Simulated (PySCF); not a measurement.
Sn(H)3(nPr) (C₃H₁₀Sn), SMILES CC[CH2][SnH3].

Geometry: PBE-D3(BJ)/def2-SVP. The structure was generated by enumeration; whether it is a known compound was not checked. The def2 effective core potentials stand for the cores of Sn; spin–orbit coupling is left out. Other conformers were not sampled.

Computed with PySCF 2.14.0 with PBE-D3(BJ)/def2-SVP.

Frequencies are harmonic and unscaled.

```json
[
 {"mode": "1", "ν (cm⁻¹)": "68", "IR (km/mol)": "0.0", "moving atoms (share of kinetic energy)": "H 85 %, C 14 %"},
 {"mode": "2", "ν (cm⁻¹)": "106", "IR (km/mol)": "0.1", "moving atoms (share of kinetic energy)": "C 46 %, H 46 %"},
 {"mode": "3", "ν (cm⁻¹)": "161", "IR (km/mol)": "0.2", "moving atoms (share of kinetic energy)": "H 55 %, C 37 %, Sn 8 %"},
 {"mode": "4", "ν (cm⁻¹)": "265", "IR (km/mol)": "0.5", "moving atoms (share of kinetic energy)": "H 83 %, C 16 %"},
 {"mode": "5", "ν (cm⁻¹)": "349", "IR (km/mol)": "5.8", "moving atoms (share of kinetic energy)": "H 59 %, C 39 %"},
 {"mode": "6", "ν (cm⁻¹)": "385", "IR (km/mol)": "19.2", "moving atoms (share of kinetic energy)": "H 97 %"},
 {"mode": "7", "ν (cm⁻¹)": "412", "IR (km/mol)": "22.1", "moving atoms (share of kinetic energy)": "H 58 %, C 33 %, Sn 9 %"},
 {"mode": "8", "ν (cm⁻¹)": "521", "IR (km/mol)": "26.9", "moving atoms (share of kinetic energy)": "C 52 %, H 43 %"},
 {"mode": "9", "ν (cm⁻¹)": "660", "IR (km/mol)": "198.7", "moving atoms (share of kinetic energy)": "H 98 %"},
 {"mode": "10", "ν (cm⁻¹)": "694", "IR (km/mol)": "69.2", "moving atoms (share of kinetic energy)": "H 92 %"},
 {"mode": "11", "ν (cm⁻¹)": "705", "IR (km/mol)": "43.3", "moving atoms (share of kinetic energy)": "H 98 %"},
 {"mode": "12", "ν (cm⁻¹)": "715", "IR (km/mol)": "3.2", "moving atoms (share of kinetic energy)": "H 79 %, C 21 %"},
 {"mode": "13", "ν (cm⁻¹)": "784", "IR (km/mol)": "3.1", "moving atoms (share of kinetic energy)": "H 85 %, C 15 %"},
 {"mode": "14", "ν (cm⁻¹)": "873", "IR (km/mol)": "0.2", "moving atoms (share of kinetic energy)": "C 58 %, H 42 %"},
 {"mode": "15", "ν (cm⁻¹)": "975", "IR (km/mol)": "7.1", "moving atoms (share of kinetic energy)": "H 81 %, C 18 %"},
 {"mode": "16", "ν (cm⁻¹)": "996", "IR (km/mol)": "0.8", "moving atoms (share of kinetic energy)": "H 82 %, C 17 %"},
 {"mode": "17", "ν (cm⁻¹)": "1071", "IR (km/mol)": "2.2", "moving atoms (share of kinetic energy)": "C 64 %, H 36 %"},
 {"mode": "18", "ν (cm⁻¹)": "1153", "IR (km/mol)": "3.8", "moving atoms (share of kinetic energy)": "H 61 %, C 39 %"},
 {"mode": "19", "ν (cm⁻¹)": "1172", "IR (km/mol)": "4.7", "moving atoms (share of kinetic energy)": "H 65 %, C 34 %"},
 {"mode": "20", "ν (cm⁻¹)": "1253", "IR (km/mol)": "9.8", "moving atoms (share of kinetic energy)": "H 87 %, C 13 %"},
 {"mode": "21", "ν (cm⁻¹)": "1310", "IR (km/mol)": "11.1", "moving atoms (share of kinetic energy)": "H 70 %, C 30 %"},
 {"mode": "22", "ν (cm⁻¹)": "1352", "IR (km/mol)": "8.5", "moving atoms (share of kinetic energy)": "H 73 %, C 27 %"},
 {"mode": "23", "ν (cm⁻¹)": "1384", "IR (km/mol)": "1.6", "moving atoms (share of kinetic energy)": "H 91 %, C 9 %"},
 {"mode": "24", "ν (cm⁻¹)": "1412", "IR (km/mol)": "1.2", "moving atoms (share of kinetic energy)": "H 95 %"},
 {"mode": "25", "ν (cm⁻¹)": "1420", "IR (km/mol)": "9.2", "moving atoms (share of kinetic energy)": "H 96 %"},
 {"mode": "26", "ν (cm⁻¹)": "1427", "IR (km/mol)": "2.4", "moving atoms (share of kinetic energy)": "H 93 %"},
 {"mode": "27", "ν (cm⁻¹)": "1833", "IR (km/mol)": "95.7", "moving atoms (share of kinetic energy)": "H 100 %"},
 {"mode": "28", "ν (cm⁻¹)": "1848", "IR (km/mol)": "185.5", "moving atoms (share of kinetic energy)": "H 99 %"},
 {"mode": "29", "ν (cm⁻¹)": "1850", "IR (km/mol)": "193.7", "moving atoms (share of kinetic energy)": "H 99 %"},
 {"mode": "30", "ν (cm⁻¹)": "2948", "IR (km/mol)": "34.6", "moving atoms (share of kinetic energy)": "H 94 %"},
 {"mode": "31", "ν (cm⁻¹)": "2961", "IR (km/mol)": "19.5", "moving atoms (share of kinetic energy)": "H 97 %"},
 {"mode": "32", "ν (cm⁻¹)": "2983", "IR (km/mol)": "4.2", "moving atoms (share of kinetic energy)": "H 93 %"},
 {"mode": "33", "ν (cm⁻¹)": "2996", "IR (km/mol)": "18.1", "moving atoms (share of kinetic energy)": "H 92 %, C 8 %"},
 {"mode": "34", "ν (cm⁻¹)": "3042", "IR (km/mol)": "29.1", "moving atoms (share of kinetic energy)": "H 91 %, C 9 %"},
 {"mode": "35", "ν (cm⁻¹)": "3049", "IR (km/mol)": "13.5", "moving atoms (share of kinetic energy)": "H 91 %, C 9 %"},
 {"mode": "36", "ν (cm⁻¹)": "3059", "IR (km/mol)": "23.8", "moving atoms (share of kinetic energy)": "H 91 %, C 9 %"}
]
```
